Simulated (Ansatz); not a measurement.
A search over several starts for the lowest SCF solution of the cluster TiSi₆⁺ at the given spin, in a small basis.

```yaml
crystal:
  periodic: [false, false, false]
  atoms:
    - {symbol: Ti, position_ang: [1.285618, -0.165837, -0.976069]}
    - {symbol: Si, position_ang: [-1.315541, -0.354385, -0.777952]}
    - {symbol: Si, position_ang: [-1.175165, 1.823465, -1.475190]}
    - {symbol: Si, position_ang: [0.008924, 1.529801, 0.464566]}
    - {symbol: Si, position_ang: [-0.764824, -2.502460, -0.200691]}
    - {symbol: Si, position_ang: [1.711184, 0.679824, 1.752398]}
    - {symbol: Si, position_ang: [0.249815, -1.010410, 1.212939]}
basis:
  gaussian: {orbitals: def2-SVP, initial_orbitals: start.molden}
total_charge: 1
magnetization: {spin_polarized: true, initial_magnetization: 1}
hamiltonian: {xc: pbe0, dispersion: d4}
output: {orbitals: {seedname: orbitals}}
```

The file start.molden holds the orbitals of an earlier run on this structure, at another level or in another basis.

```sh
$ ansatz run in.yaml --threads 4 --pin off --events-out ev --progress --plain --max-ram 4787MiB
```

It prints (some lines left out):

```
Functional definition: PBE0
1346 factors; integrals over basis functions are off by at most 8.5e-4 eV
mean field evaluation 1: about -70328.5186 eV, gradient 5.4e-2 eV
mean field evaluation 2: about -70328.5334 eV, gradient 2.4e-4 eV
mean field evaluation 4: about -70328.5334 eV, gradient 1.3e-5 eV
mean field evaluation 8: about -70328.5334 eV, gradient 1.1e-5 eV
mean field evaluation 16: about -70309.1834 eV, gradient 6.6e1 eV
mean field evaluation 32: about -70328.5105 eV, gradient 3.4e-1 eV
mean field -70328.53340737 eV, -2584.5259323288 hartree, gradient 3.3e-6 eV, S^2 0.978228; 7 other end points of the search recorded, 0 dependent functions left out
reference -70328.53344536 eV, -2584.5259337249 hartree; 53, 52 occupied and 86, 87 virtual orbitals, 1346 factors
Total energy: -70329.06233685 eV, -2584.5453701288 hartree
```

It took 18 s on 4 threads of Arm Neoverse V2 on a shared host, peak host memory 0.72 GiB.

The charge 1 doublet is spin-contaminated (final ⟨S²⟩ up to 0.98, 0.75 for a pure state). No other spin state of charge 1 was run. Another isomer (doublet) lies 0.71 eV lower at PBE0-D4/def2-TZVP; other spin states weren't run for this one.
